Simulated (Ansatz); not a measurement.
`C[S][Hf]([OH])([F])[Cl]` + `C=C([SiH3])[SeH]` → `[OH][Hf]([F])([Cl])[SeH]` + `C=C([SiH3])SC`  (redistribution)

Program: Ansatz. Geometries: PBE0-D4/def2-TZVP. ΔE: electronic, gas phase. CCSD(T)/CBS is the MP2 limit (def2-TZVPP, def2-QZVPP) plus CCSD(T) − MP2 in def2-TZVPP, frozen cores. Functionals use def2-TZVPP. Elements past krypton have def2 core potentials. For Hf, Se outer-core shells are correlated without core-valence functions, which leaves a few kJ/mol of doubt a bond. Scalar relativity is left out up to krypton. One conformer a species, not always the lowest.

(1) Is it downhill or uphill in electronic energy at CCSD(T)/CBS, and by how much? (Best estimate.)

(2) What do these levels give: PBE-D4, ωB97M-V, PBE, CCSD/def2-TZVPP, CCSD(T)/def2-TZVPP, HF/CBS(def2)? (Estimate.)

Largest T1 diagnostic among the species: 0.015.

## Answers

(1) The calculation gave: Downhill: ΔE = -23.5 kJ/mol.

(2) Computed: PBE-D4 -24.2, ωB97M-V -25.5, PBE -23.2, CCSD/def2-TZVPP -20.9, CCSD(T)/def2-TZVPP -21.0, HF/CBS(def2) -23.8 kJ/mol.
